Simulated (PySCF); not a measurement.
## Polarisability and C₆ of Mn²⁺ (manganese, charge +2)

[Ar] 3d5, high-spin 6S determinant. Calculation: PySCF 2.14, in aug-cc-pwCVTZ (10s9p7d4f3g, 127 functions); the non-relativistic Hamiltonian (point nucleus). Coupled (time-dependent) response in atomic units; α is the mean over directions.

| method | mean α (bohr³) | C₆ (like pair) | S(−4) |
| --- | --- | --- | --- |
| B97-3 | 3.746 | 11.05 | 7.551 |

S(−4) is the Cauchy moment in α(ω) = α(0) + S(−4) ω² + …

α(iu) at B97-3:

| u (hartree) | α(iu) (bohr³) |
| --- | --- |
| 0 | 3.746 |
| 0.0500 | 3.727 |
| 0.100 | 3.673 |
| 0.200 | 3.483 |
| 0.300 | 3.234 |
| 0.500 | 2.735 |
| 0.750 | 2.239 |
| 1.00 | 1.871 |
| 1.50 | 1.367 |
| 2.00 | 1.042 |
| 3.00 | 0.6586 |
| 5.00 | 0.3283 |

A single London oscillator, α(iu) = α/(1 + u²/ω²), gives C₆ = (3/4) ω α². Matching the computed C₆ needs ω = 4 × 11.05 / (3 × 3.746²) = 1.05 hartree.

For an ion, C₆ is the dispersion term alone; charge-induced terms of lower order in 1/R come first.
